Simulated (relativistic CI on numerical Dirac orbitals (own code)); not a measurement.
## V4+: resonant inelastic scattering at the M2,3 edge

Computed with this model: Dirac-Coulomb-Breit CI, separate exchange-only KLI orbitals for each configuration, model QED (radiative potential, 1s self-energy scaled to tabulated hydrogen-like ionisation energies), valence Slater integrals scaled by 0.9, Kramers-Heisenberg scattering through one core-hole configuration in a parametric crystal field; configurations [Ar] 3d → [Ne] 3s2 3p5 3d2; 10 K; core-hole width 0.8 eV; summed over polarisations. Incident energies are the highest absorption maxima for each field (at most a few, so the weaker spin-orbit partner edge can be absent), on the computed scale of the free ion. Intensities are in per cent of the strongest line above 0.02 eV; levels within 1 cm⁻¹ are merged; final levels count from the ground level, the first row holds all elastic scattering, lines under 0.4 are left out and each table stops after 24 rows. The scale of the Slater integrals is a model choice and moves the terms in proportion.

Field parameters in Wybourne normalisation: D3d B²₀ = −7Dσ, B⁴₀ = −14Dq − 21Dτ, B⁴₃ = −14√(10/7) Dq; D4h B²₀ = −7Ds, B⁴₀ = 21(Dq − Dt), B⁴₄ = 21√(5/14) Dq. The field is a parameter set, without covalency.

S is read from ⟨S²⟩ = S(S + 1).

D4h, 10Dq = 25600, Ds = 2640, Dt = 540 cm⁻¹:

```csv
Final level (eV),Degeneracy,Irrep,S,52.6 eV,57.3 eV
0.000,2,Γ6,0.50,134.4,183.8
0.029,2,Γ7,0.50,10.9,100.0
0.663,2,Γ7,0.50,15.4,55.9
2.193,2,Γ6,0.50,23.3,39.0
3.837,2,Γ7,0.50,7.7,9.8
```

D3d, 10Dq = 39900, Dσ = 400, Dτ = 400 cm⁻¹:

```tsv
Final level (eV)	Degeneracy	Irrep	S	52.9 eV	54.1 eV	57.6 eV
0.000	2	Γ4	0.50	44.8	142.7	90.3
0.465	2	Γ5+Γ6	0.50	7.1	34.9	96.4
0.496	2	Γ4	0.50	4.3	40.6	100.0
5.461	2	Γ4	0.50	4.6	2.2	3.5
5.462	2	Γ5+Γ6	0.50	4.8	2.6	3.5
```

For the first field the strongest loss at the lowest incident energy is the level at 2.19 eV (S = 0.50, against 0.50 in the thermal ground state).
